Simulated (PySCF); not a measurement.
Electronic structure of C⁺ (carbon, charge +1) at the UHF level

Configuration: [He] 2s2 2p1, 2P determinant. All numbers are calculated (PySCF 2.14, the non-relativistic Hamiltonian (point nucleus), in aug-cc-pVDZ (4s3p2d, 23 functions)).

```json
{"Total energy": "-37.290253 hartree", "One-electron energy": "-47.5353 hartree", "Hartree (Coulomb) energy": "14.9809 hartree", "Exchange energy": "-4.7359 hartree", "Kinetic energy": "37.17318 hartree", "⟨S²⟩": "0.7562", "⟨L²⟩": "2.016", "Sum of ⟨r⟩": "4.982 bohr", "Sum of ⟨r²⟩": "8.165 bohr²", "Traceless quadrupole moment −½Σ⟨3z² − r²⟩ along its main axis": "-1.11 e·bohr²", "Density at the nucleus (Gaussians lack the cusp)": "123 bohr⁻³", "Spin density at the nucleus": "0.0690 bohr⁻³", "Langevin diamagnetic susceptibility": "-6.47 ×10⁻⁶ cm³/mol", "Time after the integrals": "0.04 s of wall time on 1 thread of Neoverse-V2 (shared host)"}
```

```csv
shell,electrons,mean orbital energy (eV),"rms radius, mean of both spins (bohr)"
1s α,1,-324.48,0.311
1s β,1,-323.66,0.311
2s α,1,-33.327,1.62
2s β,1,-29.628,1.62
2p α,1,-24.838,1.65
```
